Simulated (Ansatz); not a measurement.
Start from `[F][Ge]([F])([F])[SH]` and change one element to get `[F][Ge]([F])([F])[SeH]`.

Ansatz, PBE0-D4/def2-TZVP geometries, multiplicity 1. Each molecule was computed in one conformer, which needn't be the lowest.

Scalar relativity is left out up to krypton.

```
                                                                                  property  `[F][Ge]([F])([F])[SH]`
ideal-gas entropy at 298 K and 1 bar (rigid rotor, harmonic PBE0-D4/def2-TZVP) / J/(mol·K)                      354
                                                       LUMO energy (B3LYP/def2-TZVPP) / eV                    -1.78
                                        size of the dipole moment (ωB97M-V/def2-TZVPP) / D                     2.56
                                                       HOMO energy (B3LYP/def2-TZVPP) / eV                    -8.63
                                                         HOMO energy (PBE/def2-TZVPP) / eV                    -7.54
                                            zero-point energy (PBE0-D4/def2-TZVP) / kJ/mol                     43.9
```

(1) Give the same properties after the change, and the shifts. (An estimate is asked.)

Answers

(1) Computed: 
| property | `[F][Ge]([F])([F])[SeH]` | shift |
| --- | --- | --- |
| ideal-gas entropy at 298 K and 1 bar (rigid rotor, harmonic PBE0-D4/def2-TZVP) / J/(mol·K) | 368 | 14 |
| LUMO energy (B3LYP/def2-TZVPP) / eV | -2.02 | -0.24 |
| size of the dipole moment (ωB97M-V/def2-TZVPP) / D | 2.84 | 0.28 |
| HOMO energy (B3LYP/def2-TZVPP) / eV | -8.12 | 0.51 |
| HOMO energy (PBE/def2-TZVPP) / eV | -7.12 | 0.42 |
| zero-point energy (PBE0-D4/def2-TZVP) / kJ/mol | 40.5 | -3.4 |

With PBE0 the HOMO rises by 0.53 eV and the LUMO falls by 0.26 eV, so the gap narrows by about 0.79 eV. PBE moves the HOMO by 0.42 eV and ωB97M-V by 0.56 eV. Dipoles are sizes alone; their direction can turn.

B3LYP here is the variant with VWN-RPA as its local correlation; programs differ in this.

Spin–orbit coupling is left out; it splits and shifts lone-pair levels of the heavy atoms by tenths of an eV.
